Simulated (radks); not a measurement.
Values are calculated unless marked as measured or tabulated.
The germanium anion Ge4-, [Kr], held by a Watson sphere: a shell of charge +4 at radius R that stands for the Madelung well of a crystal (potential energy -4/R inside, -4/r outside, in hartree with lengths in bohr). Level of theory: scalar-relativistic Kohn-Sham, LDA (Slater exchange, Perdew-Wang correlation), spin-polarised, spherical densities, point nucleus (a radial shooting solver on a logarithmic mesh with Libxc functionals). Response by self-consistent Sternheimer equations with the Hartree and adiabatic LDA kernel, the relativistic mass of each level held fixed and spin-orbit coupling left out. The sphere does not respond.

\begin{tabular}{lrrrrrrr}
R (bohr) & e(3d) (eV) & e(4s) (eV) & e(4p) (eV) & <r> 4p (bohr) & sum of <r^2> (bohr^2) & X-ray form factor at sin(theta)/lambda = 0.3 1/angstrom & alpha (bohr^3) \\ \hline
2.64 & -28.117 & -14.076 & -6.767 & 2.768 & 75.58 & 21.790 & 54.29 \\
2.88 & -27.578 & -13.252 & -6.305 & 2.902 & 81.48 & 21.843 & 65.71 \\
2.98 & -27.410 & -12.941 & -6.120 & 2.958 & 84.02 & 21.865 & 71.14 \\
3.04 & -27.322 & -12.763 & -6.012 & 2.991 & 85.57 & 21.878 & 74.60 \\
3.82 & -26.688 & -10.974 & -4.792 & 3.437 & 107.3 & 22.004 & 136.7 \\
5.3 & -26.437 & -9.451 & -3.347 & 4.311 & 158.0 & 22.049 & 377.5 \\
\end{tabular}
